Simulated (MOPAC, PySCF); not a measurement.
H3Al, SMILES `[AlH3]`, neutral singlet in the gas phase. 

Cartesian coordinates (Å):
```xyz
4

Al     0.0000     0.0000    -0.0002
H      1.5703    -0.1350     0.0004
H     -0.9021    -1.2924     0.0002
H     -0.6683     1.4274    -0.0004
```
Charge 0, spin multiplicity 1.

All levels are single points at this geometry (CAM-B3LYP-D3(BJ)/def2-TZVP); Pople sets use spherical d functions. Orbital energies aren't observables, and empty levels follow the basis.

PBE-D3(BJ)/def2-TZVP in PySCF gives dipole (D) = 0.00.

Q: Estimate the dipole (D) from each of these levels: CAM-B3LYP-D3(BJ)/def2-TZVP in PySCF; TPSSh-D3(BJ)/def2-TZVP in PySCF; B3LYP/6-311+G** in PySCF; B3LYP/6-31G* in PySCF; HF/3-21G in PySCF; HF/STO-3G in PySCF; AM1 in MOPAC; PM3 in MOPAC.

A: 
```csv
level,dipole (D)
CAM-B3LYP-D3(BJ)/def2-TZVP in PySCF,0.00
TPSSh-D3(BJ)/def2-TZVP in PySCF,0.00
B3LYP/6-311+G** in PySCF,0.00
B3LYP/6-31G* in PySCF,0.00
HF/3-21G in PySCF,0.00
HF/STO-3G in PySCF,0.00
AM1 in MOPAC,0.00
PM3 in MOPAC,0.00
```
